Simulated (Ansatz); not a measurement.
Total energies of [NbO2F2]- (NbO₂F₂⁻) from Ansatz at PBE-D4/def2-TZVPD, gas phase (1 Eh = 27.2114 eV = 2625.5 kJ/mol). The reference geometry is relaxed at PBE-D4/def2-SVPD.

```json
{"state": "charge -1 singlet", "geometry": "reference", "energy (Eh)": "-407.33634"}
{"state": "charge 0 doublet", "geometry": "reference", "energy (Eh)": "-407.15678"}
{"state": "charge 0 doublet", "geometry": "relaxed at PBE-D4/def2-SVPD", "energy (Eh)": "-407.16457"}
```

In the def2 sets Nb takes a core potential; there is no spin–orbit coupling.

(1) Work out the vertical ionisation energy to the doublet.

(2) How much does the charge 0 doublet relax, and what is the adiabatic ionisation energy?

(1) E(charge 0 doublet) − E(charge -1 singlet) = -407.15678 − (-407.33634) = 0.17956 Eh = 4.89 eV. For comparison, −ε of the highest occupied level is 1.47 eV at this level, 3.42 eV less.

(2) Relaxation: -407.15678 − (-407.16457) = 0.00779 Eh = 0.21 eV. Adiabatic ionisation energy: 0.17177 Eh = 4.67 eV, without zero-point energy.
